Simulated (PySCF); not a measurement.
C6H6O, SMILES C#C[C@H]1COC1=C.

Geometry optimised at ωB97X-D3(BJ)/def2-SVP. The structure was generated by enumeration; whether it is a known compound was not checked.

All values below come from PySCF with TDA-LC-ωPBE/def2-SVPD.

Vertical excitations. The molecule is in vacuum.

Computed UV-visible absorptions:
```json
[
 {"state": "S1", "energy (eV)": "6.54", "λ (nm)": "190", "f": "0.000", "main pairs": "HOMO−1→LUMO+5 15 %, HOMO−1→LUMO+2 15 %, HOMO−2→LUMO+1 15 %, HOMO−1→LUMO+4 11 %"},
 {"state": "S2", "energy (eV)": "6.87", "λ (nm)": "180", "f": "0.052", "main pairs": "HOMO−2→LUMO+1 13 %, HOMO→LUMO+1 11 %, HOMO→LUMO 10 %, HOMO−2→LUMO+5 10 %"},
 {"state": "S3", "energy (eV)": "6.89", "λ (nm)": "180", "f": "0.009", "main pairs": "HOMO−1→LUMO+5 18 %, HOMO−2→LUMO+1 9 %, HOMO−2→LUMO+2 9 %, HOMO−2→LUMO+4 9 %"},
 {"state": "S4", "energy (eV)": "7.02", "λ (nm)": "177", "f": "0.064", "main pairs": "HOMO→LUMO 35 %, HOMO→LUMO+3 14 %, HOMO→LUMO+1 10 %, HOMO−2→LUMO+5 7 %"},
 {"state": "S5", "energy (eV)": "7.29", "λ (nm)": "170", "f": "0.276", "main pairs": "HOMO→LUMO+3 40 %, HOMO→LUMO+1 37 %"},
 {"state": "S6", "energy (eV)": "7.54", "λ (nm)": "164", "f": "0.001", "main pairs": "HOMO→LUMO+2 32 %, HOMO→LUMO+1 23 %, HOMO→LUMO 18 %, HOMO→LUMO+4 7 %"},
 {"state": "S7", "energy (eV)": "7.63", "λ (nm)": "163", "f": "0.016", "main pairs": "HOMO→LUMO+4 26 %, HOMO→LUMO+2 24 %, HOMO→LUMO+5 11 %, HOMO→LUMO 8 %"},
 {"state": "S8", "energy (eV)": "8.24", "λ (nm)": "150", "f": "0.041", "main pairs": "HOMO→LUMO+6 49 %, HOMO→LUMO+4 11 %, HOMO→LUMO+3 10 %, HOMO→LUMO+5 10 %"},
 {"state": "S9", "energy (eV)": "8.39", "λ (nm)": "148", "f": "0.056", "main pairs": "HOMO−1→LUMO 52 %, HOMO−1→LUMO+2 11 %, HOMO−1→LUMO+3 10 %"},
 {"state": "S10", "energy (eV)": "8.48", "λ (nm)": "146", "f": "0.081", "main pairs": "HOMO−2→LUMO 47 %, HOMO−2→LUMO+2 24 %"},
 {"state": "T1", "energy (eV)": "4.09", "λ (nm)": "303", "f": "0", "main pairs": "HOMO→LUMO+1 40 %, HOMO→LUMO+6 24 %, HOMO→LUMO 11 %, HOMO→LUMO+3 9 %"},
 {"state": "T2", "energy (eV)": "5.19", "λ (nm)": "239", "f": "0", "main pairs": "HOMO−1→LUMO+1 15 %, HOMO−2→LUMO+5 15 %, HOMO−2→LUMO+2 11 %, HOMO−1→LUMO+4 9 %"},
 {"state": "T3", "energy (eV)": "5.76", "λ (nm)": "215", "f": "0", "main pairs": "HOMO−1→LUMO+1 19 %, HOMO−2→LUMO+5 19 %, HOMO−1→LUMO+4 14 %, HOMO−2→LUMO+2 8 %"},
 {"state": "T4", "energy (eV)": "5.78", "λ (nm)": "215", "f": "0", "main pairs": "HOMO−1→LUMO+5 23 %, HOMO−2→LUMO+1 17 %, HOMO−2→LUMO+4 11 %, HOMO−1→LUMO 8 %"}
]
```
Triplets are in the Tamm–Dancoff approximation.
